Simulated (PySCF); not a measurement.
GeOCl, SMILES [Cl][Ge]=[O], multiplicity 2.

Coordinates come from a B3LYP-D3(BJ)/def2-TZVP optimisation.

Computed with B3LYP-D3(BJ)/def2-TZVP (PySCF).

Frequencies are harmonic and unscaled.

Computed normal modes with their intensities:
```json
[
 {"mode": "1", "ν (cm⁻¹)": "148", "IR (km/mol)": "10.9", "moving atoms (share of kinetic energy)": "O 59 %, Ge 21 %, Cl 19 %"},
 {"mode": "2", "ν (cm⁻¹)": "370", "IR (km/mol)": "56.6", "moving atoms (share of kinetic energy)": "Cl 67 %, Ge 32 %"},
 {"mode": "3", "ν (cm⁻¹)": "784", "IR (km/mol)": "7.4", "moving atoms (share of kinetic energy)": "O 83 %, Ge 17 %"}
]
```
